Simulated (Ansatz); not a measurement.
A run for Ansatz (a first-principles code): U-r2SCAN/def2-TZVPPD on FHMg (SMILES [F][MgH]), a point of a bond scan (R = 1.513 Å). Files ending in .json are basis or fitting sets from the Basis Set Exchange.

Ansatz 0.2 input:
```yaml
crystal:
  periodic: [false, false, false]
  atoms:
    - {symbol: Mg, position_ang: [-0.00000000, -0.00000000, -0.64398300]}
    - {symbol: H, position_ang: [-0.00000000, -0.00000000, -2.15736596]}
    - {symbol: F, position_ang: [0.00000000, 0.00000000, 1.11703507]}
basis:
  gaussian:
    orbitals: def2-TZVPPD.json
hamiltonian:
  xc: {name: r2SCAN}
magnetization: {spin_polarized: true, initial_magnetization: 0}
```

The head of its log:

```
WARN ansatz: RAYON_NUM_THREADS=1 ignored (pool sized by the plan → 1); use --threads N
Functional definition: r2SCAN
integrals: 0.02 GiB planned
564 factors; their error is unknown
mean field: 0.26 GiB planned
mean field evaluation 1: about -8174.2821 eV, gradient 3.4e1 eV
mean field evaluation 2: about -8147.8453 eV, gradient 9.6e1 eV
```

### Question
Give the final energy of this run.

### Answer
-300.5389 hartree.
